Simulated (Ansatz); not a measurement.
Geometry optimisation, RKS PBE0/def2-SVP in Ansatz.

input.yaml

```yaml
crystal:
  periodic: [false, false, false]
  atoms:
    - { symbol: Hf, position_ang: [0.0, 0.0, 0.0] }
    - { symbol: Cl, position_ang: [0.0, 0.0, 2.87] }
    - { symbol: O, position_ang: [1.952, 0.0, -0.6893] }
    - { symbol: H, position_ang: [2.2684, -0.9521, -0.806] }
    - { symbol: O, position_ang: [-0.975, 1.6891, -0.6893] }
    - { symbol: H, position_ang: [-1.9328, 1.4584, -0.9117] }
    - { symbol: O, position_ang: [-0.975, -1.6891, -0.6893] }
    - { symbol: H, position_ang: [-1.4296, -2.1548, 0.0831] }
    - { symbol: Br, position_ang: [1.5733, 2.3727, 0.946] }
    - { symbol: H, position_ang: [0.8779, 1.3239, 2.3396] }
basis:
  gaussian: { orbitals: def2-SVP }
hamiltonian:
  xc: pbe0
relax:
  f_tol: 0.15
  max_steps: 25
  restrain:
    - { distance: [0, 8], at: 3.9, k: 30.0 }
    - { distance: [9, 1], at: 2.57, k: 30.0 }
    - { distance: [0, 1], at: 2.52, k: 30.0 }
    - { distance: [9, 8], at: 1.55, k: 30.0 }
output:
  orbitals: {}
```

Command:

```bash
$ ansatz run input.yaml --threads 4 --pin off --max-ram 5120MiB --backend cpu --events-out ev --progress --plain --runs-dir out
```

Where does it end, and by what steps?

It converged. The restraints hold the end off the free minimum; the threshold counts their pulls, which the force column leaves out. Restrained pairs: Hf1–Br9 (3.00 → 3.90 Å), Cl2–H10 (1.67 → 2.57 Å), Hf1–Cl2 (2.87 → 2.49 Å), Br9–H10 (1.88 → 1.50 Å). After 11 steps the energy has fallen by 2.589 eV (the restraints' own energy left out); H10 moved furthest, 0.85 Å.

| step | energy less start (eV) | largest force component (eV/Å) | accepted |
| --- | --- | --- | --- |
| 0 | 0.0000 | 3.251 | yes |
| 1 | -0.2624 | 3.977 | yes |
| 2 | -0.7400 | 5.248 | yes |
| 3 | -1.5734 | 3.982 | yes |
| 4 | -2.1542 | 1.122 | yes |
| 5 | -2.3004 | 1.004 | yes |
| 6 | -2.3559 | 1.362 | yes |
| 7 | -2.5229 | 1.097 | yes |
| 8 | -2.5772 | 1.139 | yes |
| 9 | -2.3095 | 2.543 | no |
| 10 | -2.5802 | 1.068 | no |
| 11 | -2.5887 | 1.118 | yes |

```xyz
10
Properties=species:S:1:pos:R:3
Hf -0.141 -0.245 0.149
Cl -0.065 -0.118 2.636
O 1.593 -0.467 -0.629
H 2.376 -0.661 -1.142
O -1.114 1.206 -0.628
H -1.645 1.827 -1.125
O -1.125 -1.838 -0.213
H -1.627 -2.614 -0.442
Br 1.817 2.903 1.365
H 1.290 2.055 2.484
```

Time of the run: 32 s on 4 threads of Intel(R) Xeon(R) 6975P-C (Granite Rapids) (shared host), peak memory 0.48 GiB.
